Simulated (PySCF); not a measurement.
PySCF 2.14 output of a UHF calculation on a single atom or ion in Sapporo-DZP-2012, with the spin-free X2C one-electron Hamiltonian (Gaussian nucleus):

```
SCF conv_tol = 1e-09
number electrons alpha = 1  beta = 1
cycle= 1 E= -21.9895867447384  delta_E= -1.91e-12  |g|= 2.2e-07  |ddm|= 6.25e-07
converged SCF energy = -21.9895867447384  <S^2> = 2.220446e-16  2S+1 = 1
```

The run itself started from symmetry-adapted Hartree-Fock orbitals and held the occupation by maximum overlap, so the iterations belong to that start.

Problem. Which element, charge and spin multiplicity is this?

Solution. B³⁺ (boron, charge +3), multiplicity 1; the state was 1s2, closed-shell 1S.
